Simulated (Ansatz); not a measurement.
Geometry optimisation, Ansatz 0.2.0, RKS PBE0-D4/STO-3G.

Input:

```yaml
crystal:
  periodic: [false, false, false]
  atoms:
    - { symbol: F, position_ang: [0.1963, -2.2407, -0.675] }
    - { symbol: C, position_ang: [0.2208, -0.9806, -0.2128] }
    - { symbol: "N", position_ang: [1.1972, -0.339, 0.2001] }
    - { symbol: Si, position_ang: [-0.479, 0.4852, 0.1988] }
    - { symbol: Cl, position_ang: [-0.426, 2.0103, -1.1499] }
    - { symbol: H, position_ang: [-0.6672, 1.0009, 1.5927] }
basis:
  gaussian: { orbitals: STO-3G }
hamiltonian:
  xc: pbe0
  dispersion: d4
relax:
  f_tol: 0.02
  max_steps: 50
output:
  orbitals: {}
```

Run as:

```bash
$ ansatz run input.yaml --threads 1 --pin off --max-ram 2048MiB --backend cpu --events-out ev --progress --plain --runs-dir out
```

Q: Where does it end, and by what steps?

A: It converged. Limits of this set-up: minimal basis. After 7 steps the energy has fallen by 0.786 eV; Si4 moved furthest, 0.27 Å.

| step | energy less start (eV) | largest force component (eV/Å) | accepted |
| --- | --- | --- | --- |
| 0 | 0.0000 | 7.321 | yes |
| 1 | -0.6461 | 2.689 | yes |
| 2 | -0.7670 | 0.522 | yes |
| 3 | -0.7769 | 0.443 | yes |
| 4 | -0.7840 | 0.209 | yes |
| 5 | -0.7855 | 0.085 | yes |
| 6 | -0.7862 | 0.026 | yes |
| 7 | -0.7862 | 0.007 | yes |

```xyz
6
Properties=species:S:1:pos:R:3
F 0.086 -2.290 -0.664
C 0.242 -1.039 -0.208
N 1.333 -0.372 0.196
Si -0.235 0.590 0.266
Cl -0.547 2.081 -1.161
H -0.837 0.966 1.524
```

Whether the end is a true minimum wasn't checked by a vibrational analysis.

Run time: 21 s on 1 thread of Intel(R) Xeon(R) Platinum 8259CL CPU @ 2.50GHz (Skylake/Cascade Lake), with other jobs on the host, peak memory 0.18 GiB.
